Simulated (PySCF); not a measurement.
C2H9GaN (SMILES [CH3][Ga+]([CH3])<-[NH3]), charge +1, singlet, at a GFN2-xTB geometry (such geometries of metal compounds can be far from the true shape); PBE/STO-3G (PySCF).

PySCF was given this input:
```python
from pyscf import gto, scf, dft

mol = gto.M(
    atom='''
Ga    0.01230320    0.27085287    0.07317890
C     1.56217051    0.91239822   -1.08138031
H     2.48093940    0.40995923   -0.76770611
H     1.69143509    1.99225895   -0.97680614
H     1.35524775    0.67334755   -2.12801519
C    -1.51190352    0.36240503    1.42058717
H    -2.42862361   -0.00827270    0.95410195
H    -1.66612628    1.39262866    1.75006911
H    -1.26863868   -0.25754025    2.28741157
N    -0.07882585   -1.91227677   -0.51159490
H    -0.77979814   -2.08684462   -1.23480529
H    -0.32440056   -2.51666217    0.27535179
H     0.80874464   -2.25819564   -0.88222419
''',
    basis='sto-3g',
    charge=1,
    verbose=4,
)

mf = dft.RKS(mol)
mf.xc = 'pbe'
mf.kernel()
mf.analyze()
```

Output, abridged:

```
PySCF version 2.14.0

[INPUT] verbose = 4
[INPUT] num. atoms = 13
[INPUT] num. electrons = 58
[INPUT] charge = 1
[INPUT] spin (= nelec alpha-beta = 2S) = 0
[INPUT] symmetry False subgroup None
[INPUT] Mole.unit = angstrom
[INPUT] Symbol           X                Y                Z      unit          X                Y                Z       unit  Magmom
[...]
nuclear repulsion = 270.596161083778
number of shells = 26
number of NR pGTOs = 126
number of NR cGTOs = 42
basis = sto-3g
ecp = {}

******** <class 'pyscf.dft.rks.RKS'> ********
method = RKS
initial guess = minao
damping factor = 0
level_shift factor = 0
DIIS = <class 'pyscf.scf.diis.CDIIS'>
diis_start_cycle = 1
diis_space = 8
diis_damp = 0
SCF conv_tol = 1e-09
SCF conv_tol_grad = None
SCF max_cycles = 50
direct_scf = True
direct_scf_tol = 1e-13
XC library pyscf.dft.libxc version 7.1.2
    S. Lehtola, C. Steigemann, M. J. T. Oliveira, and M. A. L. Marques,  SoftwareX 7, 1–5 (2018)
XC functionals = pbe
    J. P. Perdew, K. Burke, and M. Ernzerhof,  Phys. Rev. Lett. 77, 3865 (1996)
    J. P. Perdew, K. Burke, and M. Ernzerhof,  Phys. Rev. Lett. 78, 1396 (1997)
    J. P. Perdew, K. Burke, and M. Ernzerhof,  Phys. Rev. Lett. 77, 3865 (1996)
    J. P. Perdew, K. Burke, and M. Ernzerhof,  Phys. Rev. Lett. 78, 1396 (1997)
radial grids:
    Treutler-Ahlrichs [JCP 102, 346 (1995); DOI:10.1063/1.469408] (M4) radial grids

becke partition: Becke, JCP 88, 2547 (1988); DOI:10.1063/1.454033
pruning grids: <function nwchem_prune>
grids dens level: 3
symmetrized grids: False
atomic radii adjust function: <function treutler_atomic_radii_adjust>
small_rho_cutoff = 0
Set gradient conv threshold to 3.16228e-05
Initial guess from minao.
tot grids = 151320
init E= -2034.15506648141
[...]
cycle= 1 E= -2036.08427168596  delta_E= -1.93  |g|= 0.571  |ddm|= 3.93

WARN: HOMO 0.119623478651165 == LUMO 0.119973370202457

cycle= 2 E= -1992.83252901506  delta_E= 43.3  |g|= 5.68  |ddm|=   11
[...]
cycle= 3 E= -2036.03431808545  delta_E= -43.2  |g|= 0.726  |ddm|= 11.1
[...]
cycle= 4 E= -2036.16777793025  delta_E= -0.133  |g|= 0.372  |ddm|= 0.612
[...]
cycle= 5 E= -2036.14133330508  delta_E= 0.0264  |g|= 0.464  |ddm|= 0.326
[...]
cycle= 6 E= -2036.136920557  delta_E= 0.00441  |g|= 0.453  |ddm|= 0.194
[...]
cycle= 7 E= -2036.12313911039  delta_E= 0.0138  |g|= 0.47  |ddm|= 0.118
[...]
cycle= 8 E= -2036.10656593576  delta_E= 0.0166  |g|= 0.474  |ddm|= 0.226
[...]
cycle= 9 E= -2036.11627972748  delta_E= -0.00971  |g|= 0.462  |ddm|= 0.057
[...]
cycle= 10 E= -2036.11114374095  delta_E= 0.00514  |g|= 0.468  |ddm|= 0.0298

WARN: HOMO -0.233325282612291 == LUMO -0.232795672112683

cycle= 11 E= -2035.07323007867  delta_E= 1.04  |g|= 1.16  |ddm|= 3.22
[...]
cycle= 12 E= -2036.18013442131  delta_E= -1.11  |g|= 0.342  |ddm|= 3.16
[...]
cycle= 13 E= -2036.18505050755  delta_E= -0.00492  |g|= 0.333  |ddm|= 0.0707
[...]
cycle= 14 E= -2036.17614745495  delta_E= 0.0089  |g|= 0.35  |ddm|= 0.0838
[...]
cycle= 15 E= -2036.18037982836  delta_E= -0.00423  |g|= 0.342  |ddm|= 0.0399
[...]
cycle= 16 E= -2036.18870657588  delta_E= -0.00833  |g|= 0.318  |ddm|= 0.102
[...]
cycle= 17 E= -2036.20259175444  delta_E= -0.0139  |g|= 0.287  |ddm|= 0.18
[...]
cycle= 18 E= -2036.19715094977  delta_E= 0.00544  |g|= 0.303  |ddm|= 0.0649
[...]
cycle= 19 E= -2036.19772057863  delta_E= -0.00057  |g|= 0.301  |ddm|= 0.00774

WARN: HOMO -0.226290133254882 == LUMO -0.22569476670976

cycle= 20 E= -2035.02097301422  delta_E= 1.18  |g|= 1.24  |ddm|= 3.16
[...]
cycle= 21 E= -2036.20723073271  delta_E= -1.19  |g|= 0.273  |ddm|= 3.16
[...]
cycle= 22 E= -2036.23369142519  delta_E= -0.0265  |g|= 0.165  |ddm|= 0.575
[...]
cycle= 23 E= -2036.22311498085  delta_E= 0.0106  |g|= 0.208  |ddm|= 0.737

WARN: HOMO -0.235755768207766 == LUMO -0.235510573677868

cycle= 24 E= -2035.01701428987  delta_E= 1.21  |g|= 1.26  |ddm|= 3.16

WARN: HOMO -0.235959617022501 == LUMO -0.235641089750721

cycle= 25 E= -2035.02867424339  delta_E= -0.0117  |g|= 1.26  |ddm|= 0.581

WARN: HOMO -0.236074008613768 == LUMO -0.235609923766942

cycle= 26 E= -2035.03812468544  delta_E= -0.00945  |g|= 1.28  |ddm|= 0.438
[...]
cycle= 27 E= -2036.23638162623  delta_E= -1.2  |g|= 0.128  |ddm|= 3.14
[...]
cycle= 28 E= -2036.2320423367  delta_E= 0.00434  |g|= 0.154  |ddm|= 0.57
[...]
cycle= 29 E= -2034.88824445664  delta_E= 1.34  |g|= 1.42  |ddm|= 3.16
[...]
cycle= 30 E= -2036.23097025992  delta_E= -1.34  |g|= 0.164  |ddm|= 3.16

WARN: HOMO -0.231304783139737 == LUMO -0.230836322500706

cycle= 31 E= -2035.52975944488  delta_E= 0.701  |g|= 1.36  |ddm|=  2.7
[...]
cycle= 32 E= -2036.23614279005  delta_E= -0.706  |g|= 0.136  |ddm|= 2.59
[...]
cycle= 33 E= -2036.23092540752  delta_E= 0.00522  |g|= 0.162  |ddm|=  0.7
[...]
cycle= 34 E= -2036.22962868458  delta_E= 0.0013  |g|= 0.171  |ddm|= 0.278
[...]
cycle= 35 E= -2035.01127901066  delta_E= 1.22  |g|= 1.37  |ddm|= 3.12
[...]
cycle= 36 E= -2036.23076496757  delta_E= -1.22  |g|= 0.164  |ddm|= 3.13
[...]
cycle= 37 E= -2035.07969618328  delta_E= 1.15  |g|= 1.39  |ddm|= 3.08
[...]
cycle= 38 E= -2034.83795290216  delta_E= 0.242  |g|= 1.49  |ddm|= 2.82
[...]
cycle= 39 E= -2034.98714336947  delta_E= -0.149  |g|= 1.37  |ddm|= 2.81
[...]
cycle= 40 E= -2034.98022103295  delta_E= 0.00692  |g|= 1.38  |ddm|= 0.597
[...]
cycle= 41 E= -2035.55623562075  delta_E= -0.576  |g|= 1.38  |ddm|= 2.89
[...]
cycle= 42 E= -2036.24084311155  delta_E= -0.685  |g|= 0.096  |ddm|= 2.33

WARN: HOMO -0.231011502822424 == LUMO -0.230471854598417

cycle= 43 E= -2034.95174977211  delta_E= 1.29  |g|= 1.34  |ddm|= 3.14

WARN: HOMO -0.231233021127864 == LUMO -0.230879966553698

cycle= 44 E= -2035.03356221092  delta_E= -0.0818  |g|= 1.38  |ddm|= 0.834
[...]
cycle= 45 E= -2036.24063549936  delta_E= -1.21  |g|= 0.0728  |ddm|= 3.06
[...]
cycle= 46 E= -2034.87597207424  delta_E= 1.36  |g|= 1.43  |ddm|= 3.12
[...]
cycle= 47 E= -2034.8801305152  delta_E= -0.00416  |g|= 1.43  |ddm|= 0.174
[...]
cycle= 48 E= -2034.87961717211  delta_E= 0.000513  |g|= 1.43  |ddm|= 0.0867
[...]
cycle= 49 E= -2034.87963974496  delta_E= -2.26e-05  |g|= 1.43  |ddm|= 0.0211

WARN: HOMO -0.233790768398278 == LUMO -0.233163529431344

cycle= 50 E= -2036.24026147105  delta_E= -1.36  |g|= 0.104  |ddm|= 3.15
SCF not converged.
SCF energy = -2036.24026147105
**** SCF Summaries ****
Total Energy =                       -2036.240261471053145
Nuclear Repulsion Energy =             270.596161083778043
One-electron Energy =                -3369.677551041551396
Two-electron Energy =                 1062.841128486720208
Two-electron Coulomb Energy =         1158.448378701717047
DFT Exchange-Correlation Energy =      -95.607250214996853
HOMO-LUMO gap [eV] =                     0.017068041656017
**** MO energy ****
[...]
 ** Mulliken pop on meta-lowdin orthogonal AOs  **
 ** Mulliken pop  **
 ** Mulliken atomic charges  **
charge of    0Ga =      0.45287
charge of    1C =     -0.20765
charge of    2H =      0.08697
charge of    3H =      0.09183
charge of    4H =      0.08295
charge of    5C =     -0.20279
charge of    6H =      0.08232
charge of    7H =      0.09093
charge of    8H =      0.08549
charge of    9N =     -0.17800
charge of   10H =      0.20501
charge of   11H =      0.20504
charge of   12H =      0.20505

WARN: System has nonzero charge 1; the dipole moment is origin-dependent.
Location of origin: [0. 0. 0.]

Dipole moment(X, Y, Z, Debye): -0.25404, -4.91009, -1.35407
```

Convergence was not reached.
